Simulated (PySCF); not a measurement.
**What an electron can do to HBr**

PBE0 in PySCF with def2-TZVPPD on every atom, for the lowest determinant that a PBE0 search found; no spin–orbit coupling.

```csv
species,state (unpaired electrons),Re (Å),ωe (cm⁻¹),energy of the minimum from the neutral (eV),De (eV),dissociates to
HBr,singlet (closed shell),1.420,2672,0.00,3.98,H + Br
HBr⁺,doublet (π ↑),1.455,2452,11.72,4.10,H + Br⁺
```

Question: Work out the lowest energy to break HBr into atoms, from its vibrational ground state.

Answer: D0 = De − ωe/2 = 3.98 − 0.17 = 3.81 eV (PBE0/def2-TZVPPD).

Question: Work out the ionisation energy of the Br atom at this level and the threshold of dissociative ionisation.

Answer: IE(Br) = 11.72 + 4.10 − 3.98 = 11.84 eV, so H + Br⁺ + e⁻ appears at D0 + IE(Br) = 15.65 eV (PBE0/def2-TZVPPD). The measured IE(Br) is 11.814 eV (NIST ASD).

These are thermodynamic thresholds; the onsets seen under electron impact lie higher where the geometry changes, and cross-sections peak well above them.

For an ion De counts to the pair picked by the measured ionisation energies or electron affinities, which need not be the lowest pair at this level. States were picked by a PBE0 search and need not be the measured ground states.
